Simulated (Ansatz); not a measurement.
The cluster Na₅⁻, relaxed as a singlet with RKS PBE0/def2-SVPD in Ansatz, starting from the GFN2-xTB geometry. Force threshold 0.02 eV/Å.

The structure comes from a short search, and lower isomers may exist.

Start:

```xyz
5

Na   -3.069   -1.638   -0.239
Na    2.908   -1.440    1.276
Na   -1.677    0.465    1.295
Na    0.182    3.269   -1.082
Na    1.655   -0.657   -1.250
```

(1) Estimate the energy that the relaxation releases and the steps that it takes.

(2) Does the start keep its bonding and symmetry?

(3) Predict the relaxed structure.

Results:

(1) 13.7 kcal/mol, in 18 steps; 34 s on 4 threads of Arm Neoverse V1 on a shared host. The force fell under the threshold at step 17, but the optimiser went on. No frequencies were taken in this run, so the end may be a saddle point.

(2) Bonds formed: Na1–Na2, Na1–Na5, Na3–Na5 (atoms count from 1). Metal–metal contacts that move far: Na4–Na5 4.20 to 3.40 Å.

(3) 
```
atom   x (Å)   y (Å)   z (Å)
 Na1  -1.494  -2.067   0.677
 Na2   2.242  -2.758   0.848
 Na3  -2.407   1.011  -0.288
 Na4   0.383   3.470  -1.109
 Na5   1.276   0.344  -0.129
```
Bond lengths (bridged metal pairs left out): 7 × Na–Na 3.35 to 3.81 Å.
